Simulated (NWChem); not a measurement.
System: CH6InN; SMILES C[NH][InH2]

Input file for NWChem:

```
start job
memory heap 200 mb stack 900 mb global 1100 mb
geometry units angstroms noautoz
  In     0.031670    -0.696787    -0.084524
  H     -1.266541    -1.817752     0.060330
  H      1.708291    -0.952962    -0.382440
  N     -0.491892     1.249217     0.129628
  C      0.347608     2.415956     0.064952
  H     -1.465259     1.474605     0.307637
  H      0.351865     3.001318     1.005866
  H      0.058357     3.115374    -0.744451
  H      1.393085     2.126994    -0.129188
end
basis spherical
  * library def2-svp
end
ecp
  In library def2-ecp
end
dft
  xc xpbe96 cpbe96
  iterations 150
  vectors input atomic output neutral.movecs
end
task dft energy
charge 1
dft
  odft
  mult 2
  vectors input atomic output cation.movecs
end
task dft energy
```

Geometry: optimised at PBE0/def2-SVP. Not confirmed as a minimum by frequencies. def2 effective core potentials on In; no spin-orbit coupling.

Ions are spin-unrestricted doublets at the neutral geometry; other ion states weren't tried.

Q: What results follow from this input? (PBE/def2-SVP with def2 effective core potentials on In, vertical spin-unrestricted ions.) Quantities: vertical ionisation energy, ΔSCF (eV); −ε(HOMO) (eV).

A: 
```
Quantity                               Value
-------------------------------------  -----
vertical ionisation energy, ΔSCF (eV)   8.23
−ε(HOMO) (eV)                           5.00
```
